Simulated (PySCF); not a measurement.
B(Cl)(F)(nBu), C₄H₉BClF, SMILES CCCCB(F)Cl at its GFN2-xTB optimised geometry (Å):

```
16

B     -2.2596     0.5703     0.0000
Cl    -3.2285    -0.8413     0.0066
F     -2.9107     1.7259     0.0000
C     -0.6789     0.5703     0.0000
C     -0.0094    -0.8060    -0.0813
C      1.5165    -0.7263    -0.1428
C      2.1440    -0.2132     1.1482
H     -0.3253     1.1902    -0.8301
H     -0.3383     1.0848     0.9033
H     -0.3047    -1.4024     0.7838
H     -0.3717    -1.3223    -0.9724
H      1.9050    -1.7259    -0.3486
H      1.8119    -0.0805    -0.9727
H      1.8246    -0.8199     1.9928
H      1.8644     0.8196     1.3397
H      3.2285    -0.2607     1.0837
```

Level of theory: PBE0/def2-TZVP in PySCF.

Map of the log10 of the electron density (e/bohr³), floored at −4 on the plane z = 0.6 Å:

```
|                               |
|                               |
|                               |
|                               |
|                               |
|                               |
|     .::::.                    |
|    :-===-:.  .                |
|   .-+***+=::::::.             |
|   :=*%%%*+=====-:..:..        |
|  .-+#@@@#*++***+-----::.      |
|  .-+#%@@#**#%%#*===++=-:.     |
|  .-=*#%%###%@@%#++***+=-:.    |
|  :-=+*###%%%@@%#++*##**+=-.   |
| .-=+*####%%%@@%***#%%##*+=:.  |
|.:=+*#%%%####%%%#*#%@@%%#*+-.  |
|.-=*#@@@%#**##%%##%@@@@%%*+-.  |
|.-+*%@@@%#*+*%@@%%%@@@%##*=-.  |
|.-=*%@@@%#++*%@@%##%%%#*+=-:   |
| :=+#%@%%*++*%@@%#*##**+=-:.   |
| .-=*###*+==+#%%*++**++-:.     |
|  :-=++++=--=+**+===+==:.      |
|   .:----:::--==------:.       |
|    ..::..  .:::...:::.        |
|                               |
|                               |
|                               |
|                               |
|                               |
|                               |
|                               |
```
Scale: ten equal steps from -4.00 (start of ' ') to -0.564 (end of '@'), in the order ' .:-=+*#%@'; x runs from -5.50 to 5.50, y from -5.50 (bottom) to 5.50 (top).
